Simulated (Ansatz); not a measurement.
Computed with Ansatz on PBE0-D4/def2-TZVP structures; ΔE is electronic, products minus reactants. CBS: MP2 limit from def2 TZ/QZ plus the TZ coupled-cluster correction, frozen cores. def2 core potentials past Kr. For Sn outer-core shells are correlated without core-valence functions, which leaves a few kJ/mol of doubt a bond. Each species was taken in one conformer, which may not be the lowest.

Reaction (substitution at a C–Sn bond): `B[CH2][SnH2][F]` + `B[NH][AlH2]` → `BC[N](B)[AlH2]` + `[F][SnH3]`

```
          species  CCSD(T)/CBS(def2) energy (Eh)
`B[CH2][SnH2][F]`                     -380.28392
    `B[NH][AlH2]`                     -324.56557
 `BC[N](B)[AlH2]`                     -389.18301
      `[F][SnH3]`                     -315.62493
```

**Question.** Work out ΔE.

**Answer.** ΔE = (-389.18301) + (-315.62493) − (-380.28392) − (-324.56557) = 0.04155 Eh = +1.13 eV.

Largest T1 diagnostic among the species: 0.014.

The D4 term adds −0.04 eV with B3LYP and −0.02 eV with PBE0; it sums over pairs of atoms, weighted by their polarisabilities, and B3LYP, whose exchange is more repulsive, gets the larger term. In def2-TZVPP, CCSD(T) changes the Hartree–Fock value by +0.09 eV (the triples alone add +0.01 eV) and MP2 by +0.17 eV.

B3LYP here is the variant with VWN-RPA as its local correlation; programs differ in this.
